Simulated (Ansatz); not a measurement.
Molecule: sum formula SnOBr (charge 0, doublet). It need not be the lowest isomer of its formula. SMILES: [O]=[Sn][Br]
Geometry from a B3LYP-D3(BJ)/def2-TZVP (Ansatz, an electronic-structure program) optimisation:
```xyz
3

Sn    -0.6358     0.4728    -0.5405
O     -1.6875    -1.2080    -0.4419
Br     1.2941    -0.3993     0.8732
```
Charge 0, spin multiplicity 2.

Computed values are from Ansatz. Correlated levels leave the core frozen unless marked. UHF or UKS for open shells. No spin-orbit coupling. The frozen core is the preceding noble-gas configuration, with the filled d and f shells of earlier blocks. In def2 rows, elements after Kr have scalar-relativistic effective core potentials. CBS marks a two-point X^-3 extrapolation of the correlation energy; Hartree-Fock from the larger set. [CCSD(T)-MP2]/basis is that difference in the basis named.

**Question.** What is the atomisation energy De at RI-MP2/CBS(def2-TZVPPD,def2-QZVPPD)+[CCSD(T)-MP2]/def2-TZVPPD?

**Answer.** 163.0 kcal/mol.

**Question.** What is the total energy at RI-MP2/CBS(def2-TZVPPD,def2-QZVPPD)+[CCSD(T)-MP2]/def2-TZVPPD?

**Answer.** -2861.3031 Eh.

**Question.** What is the T1 diagnostic at CCSD/def2-TZVPPD?

**Answer.** 0.029.

**Question.** What is the dipole moment at CCSD(T)/def2-SVPD?

**Answer.** 3.25 D.
